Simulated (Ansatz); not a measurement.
Isolated molecules relaxed with PBE0-D4/def2-TZVP in Ansatz; ΔE leaves out vibrations. CCSD(T)/CBS adds triple-zeta CCSD(T) − MP2 to the extrapolated MP2 energy (def2 sets, frozen cores). This one scheme is used for every species. Functionals use def2-TZVPP. Each species was taken in one conformer, which may not be the lowest.

Consider the ligand exchange at the Si–S bond: `O[SiH2][SiH2]S` + HCl → `O[SiH2][SiH2]Cl` + H₂S.

Problem. Is it downhill or uphill in electronic energy at CCSD(T)/CBS, and by how much? (Estimate.)

Solution. The calculation gave: Downhill: ΔE = -8.2 kcal/mol.

Problem. What do these levels give: LDA (SPW92), BLYP-D4, r2SCAN0-D4, ωB97X-V, ωB97M-V, BLYP, r2SCAN, r2SCANh, r2SCAN0, CAM-B3LYP, CCSD(T)/def2-TZVPP, HF/CBS(def2)? (An estimate is asked.)

Solution. Computed: LDA (SPW92) -6.1, BLYP-D4 -7.9, r2SCAN0-D4 -8.1, ωB97X-V -8.7, ωB97M-V -8.6, BLYP -9.0, r2SCAN -7.9, r2SCANh -8.1, r2SCAN0 -8.2, CAM-B3LYP -9.5, CCSD(T)/def2-TZVPP -7.9, HF/CBS(def2) -11.8 kcal/mol.

Largest T1 diagnostic among the species: 0.012.

In def2-TZVPP, CCSD(T) changes the Hartree–Fock value by +3.7 kcal/mol (the triples alone add +0.6 kcal/mol) and MP2 by +3.6 kcal/mol. From BLYP to BHLYP (50 % exact exchange), in def2-TZVPP and without D4, ΔE moves by −1.0 kcal/mol. Leaving LDA and LC-ωPBE aside and taking each functional with its dispersion term where it has one, the values, not all of them listed here, spread over 2.8 kcal/mol, from BHLYP-D4 to revPBE-D4. LDA lies +1.0 kcal/mol from PBE without D4.
